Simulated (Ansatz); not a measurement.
Ansatz (a quantum-chemistry and plane-wave program) input:

Ansatz 0.2 input:
```yaml
crystal:
  periodic: [false, false, false]
  atoms:
    - {symbol: Pb, position_ang: [0.33248381, 0.32405532, 0.32989209]}
    - {symbol: H, position_ang: [1.25005107, -0.79711841, -0.81459225]}
    - {symbol: H, position_ang: [-0.77560471, 1.29096456, -0.78667360]}
    - {symbol: H, position_ang: [-0.81807456, -0.80312579, 1.23233371]}
basis:
  gaussian:
    orbitals: def2-TZVP
hamiltonian:
  xc: b3lyp
  dispersion: d3bj
magnetization: {spin_polarized: true, initial_magnetization: 1}
relax: {f_tol: 0.002, max_steps: 150}
```

### Question
Predict the final energy.

### Answer
-194.66453 Eh (B3LYP-D3(BJ)/def2-TZVP). The basis has 68 functions.
